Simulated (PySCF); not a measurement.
C4H4ClF, SMILES CC(Cl)=C=CF.

Geometry: B3LYP-D3(BJ)/def2-SVP. The structure was generated by enumeration, and PubChem lists no compound with its InChIKey, so it may never have been made.

These are PySCF with PBE/def2-TZVP values and carry that method's errors.

### Question
Estimate the frontier levels, gap, dipole moment and polarisability. (Estimate from the structure and the level; the computed values follow.)

### Answer

The highest occupied level is -6.50 eV. The lowest empty level is -1.69 eV. The orbital gap is 4.81 eV and the dipole moment comes out as 1.92 D. The quadrupole, principal values (traceless, Buckingham form, about the centre of nuclear charge) is -6.39, 0.89, 5.50 D·Å and the mean static polarisability comes out as 67.1 bohr³ (9.95 Å³). The polarisability, principal values is 43.5, 57.6, 100.3 bohr³.
